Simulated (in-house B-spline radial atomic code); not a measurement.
**Ionising the potassium ion K⁷⁺ with different functionals**

Computed with an all-electron radial atomic-structure program (B-spline basis): scalar-relativistic (spin-free X2C) Hamiltonian, Fermi nucleus of rms radius 3.4349 fm, spin-polarised at highest spin, spherical fractional occupations for the functionals, the average over the highest-spin determinants for Hartree-Fock. The ionisation energy is the difference of two self-consistent energies, [Ne] 3s2 → [Ne] 3s1, without Breit or QED terms; ε is the level of the shell that loses the electron (its least bound occupied spin orbital).

```tsv
method	rung	ΔSCF (eV)	-ε(3s) (eV)
Hartree-Fock	Hartree-Fock	152.71	152.89
HF fractional	Hartree-Fock	152.71	152.89
LDA VWN5	LDA	154.92	145.92
LDA PW92	LDA	154.92	145.91
LDA exchange-only	LDA	152.81	144.19
PBE	GGA	154.88	145.80
PBEsol	GGA	154.49	145.68
BLYP	GGA	154.95	145.86
RPBE	GGA	154.76	145.67
PW91	GGA	155.02	145.96
BP86	GGA	154.85	146.00
AM05	GGA	154.31	145.60
OLYP	GGA	154.44	145.60
TPSS	meta-GGA	154.44	145.90
SCAN	meta-GGA	153.78	146.15
r2SCAN	meta-GGA	153.67	146.08
revTPSS	meta-GGA	154.25	145.92
PBE0	global hybrid	154.59	147.86
B3LYP	global hybrid	154.95	147.67
TPSSh	global hybrid	154.38	146.72
BHandHLYP	global hybrid	154.51	149.91
r2SCAN0	global hybrid	153.75	148.04
B97-1	global hybrid	154.95	147.47
HSE06	range-separated hybrid	154.63	147.52
wB97X	range-separated hybrid	153.79	150.67
CAM-B3LYP	range-separated hybrid	154.93	149.61
LC-wPBE	range-separated hybrid	154.86	151.19
```

Task: Among the functionals, which spreads more, the ΔSCF values or the orbital energies?

Result: The orbital energies: ΔSCF values span about 2.20 eV and the orbital energies 7.00 eV.

Task: How do they compare with the NIST value?

Result: NIST lists 154.87 eV ± 0.05 (semi-empirical, ground level to ground level). Errors run from -2.16 to +0.15 eV; PBE is closest (+0.01 eV), though others lie within the uncertainty of it, and part of that can be cancellation, since the calculations leave out Breit-QED terms, the near-degeneracy of s² and p². Hartree-Fock also lacks correlation.
